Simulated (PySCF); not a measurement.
PySCF job for C2H9FOSi2, SMILES O[Si@H](F)[C@H](C)[SiH3], TDA-CAM-B3LYP/def2-SVPD. Geometry optimised at B3LYP-D3(BJ)/def2-SVP. The structure was generated by enumeration; whether it is a known compound was not checked. One conformer was computed; it need not be the lowest.

```python
import numpy as np
from pyscf import gto, scf, dft, tdscf

mol = gto.M(
    atom='''
    C    -0.60614568    1.89055096   -0.87234010
    C    -0.50280597    0.36984370   -0.61463470
    Si   -2.06677753   -0.33941111    0.19445820
    Si    1.03616696   -0.04061926    0.34670669
    O     2.31051542   -0.04790616   -0.71210767
    F     0.87826887   -1.52625283    1.00820730
    H    -1.48250733    2.13742885   -1.49261545
    H     0.28567318    2.27487727   -1.39381054
    H    -0.70478088    2.45450861    0.07015914
    H    -0.39308268   -0.16027688   -1.57952253
    H    -2.14215184    0.08350545    1.62482691
    H    -3.26797655    0.19684312   -0.51374904
    H    -2.08218237   -1.82629085    0.12378409
    H     1.28152583    0.88244699    1.48568267
    H     3.19919731   -0.16546057   -0.35621914
    ''',
    basis='def2-SVPD',
    charge=0,
    spin=0,
    max_memory=1600,
    verbose=4,
)
mf = dft.RKS(mol, xc='cam-b3lyp').density_fit(auxbasis='def2-universal-jkfit')
mf.grids.level = 3
mf.conv_tol = 1e-9
mf.max_cycle = 100
mf.kernel()
mf.grids = dft.Grids(mol).set(level=1).build(with_non0tab=True)  # coarser grid for the response kernel
td = tdscf.TDA(mf)
td.singlet = True
td.nstates = 6
td.conv_tol = 1e-4
td.positive_eig_threshold = 1e-6
td.kernel(x0=td.get_init_guess(mf, 11))
td.analyze()
tt = tdscf.TDA(mf)
tt.singlet = False
tt.nstates = 2
tt.conv_tol = 1e-4
tt.positive_eig_threshold = 1e-6
tt.kernel(x0=tt.get_init_guess(mf, 7))
tt.analyze(verbose=3)
```

Output:

```
PySCF version 2.14.0

[INPUT] verbose = 4
[INPUT] num. atoms = 15
[INPUT] num. electrons = 66
[INPUT] charge = 0
[INPUT] spin (= nelec alpha-beta = 2S) = 0
[INPUT] symmetry False subgroup None
[INPUT] Mole.unit = angstrom
[INPUT] Symbol           X                Y                Z      unit          X                Y                Z       unit  Magmom
[INPUT]  1 C     -0.606145680000   1.890550960000  -0.872340100000 AA   -1.145449326788   3.572623538934  -1.648483876476 Bohr   0.0
[INPUT]  2 C     -0.502805970000   0.369843700000  -0.614634700000 AA   -0.950165577096   0.698903301896  -1.161491249654 Bohr   0.0
[INPUT]  3 Si    -2.066777530000  -0.339411110000   0.194458200000 AA   -3.905643492105  -0.641394041535   0.367472740676 Bohr   0.0
[INPUT]  4 Si     1.036166960000  -0.040619260000   0.346706690000 AA    1.958071773723  -0.076759276783   0.655180689654 Bohr   0.0
[INPUT]  5 O      2.310515420000  -0.047906160000  -0.712107670000 AA    4.366241350384  -0.090529522080  -1.345688467502 Bohr   0.0
[INPUT]  6 F      0.878268870000  -1.526252830000   1.008207300000 AA    1.659687628031  -2.884199845542   1.905235673787 Bohr   0.0
[INPUT]  7 H     -1.482507330000   2.137428850000  -1.492615450000 AA   -2.801532831360   4.039155137244  -2.820634409794 Bohr   0.0
[INPUT]  8 H      0.285673180000   2.274877270000  -1.393810540000 AA    0.539844071334   4.298895007298  -2.633920190132 Bohr   0.0
[INPUT]  9 H     -0.704780880000   2.454508610000   0.070159140000 AA   -1.331842841030   4.638349043287   0.132581559735 Bohr   0.0
[INPUT] 10 H     -0.393082680000  -0.160276880000  -1.579522530000 AA   -0.742818609510  -0.302879407300  -2.984864989280 Bohr   0.0
[INPUT] 11 H     -2.142151840000   0.083505450000   1.624826910000 AA   -4.048080294833   0.157802430409   3.070477859723 Bohr   0.0
[INPUT] 12 H     -3.267976550000   0.196843120000  -0.513749040000 AA   -6.175580661001   0.371979586305  -0.970844982358 Bohr   0.0
[INPUT] 13 H     -2.082182370000  -1.826290850000   0.123784090000 AA   -3.934754420698  -3.451189530299   0.233918028679 Bohr   0.0
[INPUT] 14 H      1.281525830000   0.882446990000   1.485682670000 AA    2.421732840256   1.667583130547   2.807533354313 Bohr   0.0
[INPUT] 15 H      3.199197310000  -0.165460570000  -0.356219140000 AA    6.045606734345  -0.312675161714  -0.673156614928 Bohr   0.0

nuclear repulsion = 391.834301292233
number of shells = 90
number of NR pGTOs = 300
number of NR cGTOs = 206
basis = def2-SVPD
ecp = {}


[settings echo left out]
init E= -835.524691461763
  HOMO = -0.32790513155676  LUMO = -0.0112985678631841  gap/eV = 8.61530
cycle= 1 E= -835.228272650953  delta_E= 0.296  |g|= 0.813  |ddm|= 4.76
  HOMO = -0.281476872953736  LUMO = 0.0388322493705351  gap/eV = 8.71606
cycle= 2 E= -835.160946907429  delta_E= 0.0673  |g|= 1.05  |ddm|= 1.85
  HOMO = -0.360596905505087  LUMO = 0.0258198364483988  gap/eV = 10.51494
cycle= 3 E= -835.354490740019  delta_E= -0.194  |g|= 0.0581  |ddm|= 0.878
  HOMO = -0.364601250443703  LUMO = 0.030654159146918  gap/eV = 10.75545
cycle= 4 E= -835.355061427407  delta_E= -0.000571  |g|= 0.0327  |ddm|= 0.119
  HOMO = -0.361023597817153  LUMO = 0.0305570795172323  gap/eV = 10.65545
cycle= 5 E= -835.355301463782  delta_E= -0.00024  |g|= 0.00689  |ddm|= 0.0409
  HOMO = -0.361821994237828  LUMO = 0.0302847222908662  gap/eV = 10.66977
cycle= 6 E= -835.355310790839  delta_E= -9.33e-06  |g|= 0.00225  |ddm|= 0.0127
  HOMO = -0.361967978636912  LUMO = 0.030220192741746  gap/eV = 10.67198
cycle= 7 E= -835.355311682294  delta_E= -8.91e-07  |g|= 0.000629  |ddm|= 0.00277
  HOMO = -0.361883748586555  LUMO = 0.0302300639223985  gap/eV = 10.66996
cycle= 8 E= -835.355311779323  delta_E= -9.7e-08  |g|= 0.000116  |ddm|= 0.000965
  HOMO = -0.361902964111634  LUMO = 0.0302293559892703  gap/eV = 10.67046
cycle= 9 E= -835.355311783117  delta_E= -3.79e-09  |g|= 3.64e-05  |ddm|= 0.000266
  HOMO = -0.36190119827981  LUMO = 0.0302304486184073  gap/eV = 10.67045
cycle= 10 E= -835.355311783512  delta_E= -3.95e-10  |g|= 1.2e-05  |ddm|= 7.56e-05
  HOMO = -0.361901208249385  LUMO = 0.0302303218475704  gap/eV = 10.67044
Extra cycle  E= -835.35531178353  delta_E= -1.75e-11  |g|= 1.03e-05  |ddm|= 3.42e-05
converged SCF energy = -835.35531178353
tot grids = 55912
Overwritten attributes  positive_eig_threshold  of <class 'pyscf.tdscf.rks.TDA'>


******** <class 'pyscf.tdscf.rks.TDA'> for <class 'pyscf.df.df_jk.DFRKS'> ********
nstates = 6 singlet
deg_eia_thresh = 1.000e-03
wfnsym = None
conv_tol = 0.0001
eigh lindep = 1e-12
eigh level_shift = 0
eigh max_cycle = 100


Excitation energies (eV)
[7.87582233 7.99684144 8.22794949 8.41110047 8.5639302  8.6712431 ]

** Singlet excitation energies and oscillator strengths **
Excited State   1:      7.87582 eV    157.42 nm  f=0.0018
      30 -> 34        0.24302
      32 -> 34        0.14115
      33 -> 34        0.54197
      33 -> 35        0.26084
Excited State   2:      7.99684 eV    155.04 nm  f=0.0234
      33 -> 34       -0.21424
      33 -> 35        0.54328
      33 -> 36       -0.33042
Excited State   3:      8.22795 eV    150.69 nm  f=0.0144
      30 -> 34        0.12816
      33 -> 34        0.10686
      33 -> 35       -0.27160
      33 -> 36       -0.51852
      33 -> 37        0.24470
Excited State   4:      8.41110 eV    147.41 nm  f=0.0306
      28 -> 34       -0.18721
      29 -> 34        0.33256
      30 -> 34        0.40701
      32 -> 34        0.16839
      33 -> 34       -0.27614
      33 -> 38        0.10075
      33 -> 39       -0.11844
Excited State   5:      8.56393 eV    144.77 nm  f=0.0034
      30 -> 35        0.10136
      32 -> 35       -0.61052
      32 -> 37        0.21220
      33 -> 37        0.11316
Excited State   6:      8.67124 eV    142.98 nm  f=0.0046
      28 -> 34        0.16502
      29 -> 34       -0.17464
      32 -> 34        0.29707
      32 -> 36        0.28188
      32 -> 37       -0.10226
      32 -> 39        0.15264
      33 -> 37        0.13646
      33 -> 38        0.31974
      33 -> 39       -0.16811

** Transition electric dipole moments (AU) **
state          X           Y           Z        Dip. S.      Osc.
  1        -0.0411      0.0641      0.0593      0.0093      0.0018
  2        -0.3360     -0.0821      0.0066      0.1197      0.0234
  3        -0.2219      0.0601     -0.1357      0.0713      0.0144
  4        -0.2282      0.3046      0.0602      0.1485      0.0306
  5         0.0371      0.0926     -0.0789      0.0162      0.0034
  6         0.0732     -0.1027      0.0759      0.0217      0.0046

** Transition velocity dipole moments (imaginary part, AU) **
state          X           Y           Z        Dip. S.      Osc.
  1        -0.0079      0.0284      0.0202      0.0013      0.0029
  2        -0.0682     -0.0126      0.0021      0.0048      0.0109
  3        -0.0424      0.0198     -0.0220      0.0027      0.0059
  4        -0.0631      0.0821      0.0034      0.0107      0.0232
  5         0.0228      0.0184     -0.0261      0.0015      0.0033
  6         0.0193     -0.0360      0.0273      0.0024      0.0051

** Transition magnetic dipole moments (imaginary part, AU) **
state          X           Y           Z
  1         0.0541      0.6331     -0.5891
  2         0.4209     -0.6307      0.2969
  3         0.5282      0.0058     -0.6214
  4        -0.3928      0.0023     -0.6832
  5         0.0164      1.0936      0.2599
  6        -0.3687      0.5800      0.0502


******** <class 'pyscf.tdscf.rks.TDA'> for <class 'pyscf.df.df_jk.DFRKS'> ********
nstates = 2 triplet
deg_eia_thresh = 1.000e-03
wfnsym = None
conv_tol = 0.0001
eigh lindep = 1e-12
eigh level_shift = 0
eigh max_cycle = 100


Excitation energies (eV)
[7.55340116 7.60894552]

** Triplet excitation energies and oscillator strengths **
Excited State   1:      7.55340 eV    164.14 nm  f=0.0000
Excited State   2:      7.60895 eV    162.95 nm  f=0.0000
```

The run converged.

Cost: very roughly 8 core-minutes.
